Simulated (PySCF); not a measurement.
H₄Pb, SMILES [PbH4].

Geometry optimised at PBE-D3(BJ)/def2-TZVPD. The def2 effective core potentials stand for the cores of Pb; spin–orbit coupling is left out.

The numbers are results of PBE-D3(BJ)/def2-TZVPD (PySCF), not measurements.

Frequencies are harmonic and unscaled.

Modes within 1.5 cm⁻¹ of each other (mostly degenerate sets) share a row, with their intensities summed.

**Question.** Give all harmonic wavenumbers and intensities. (The exact figures need the calculation; the answer reports its results.)

**Answer.** 
```csv
mode,ν (cm⁻¹),IR (km/mol),moving atoms (share of kinetic energy)
1–3,585,366.1,H 99 %
4–5,659,0.0,H 100 %
6,1765,0.0,H 100 %
7–9,1803,640.6,H 99 %
```
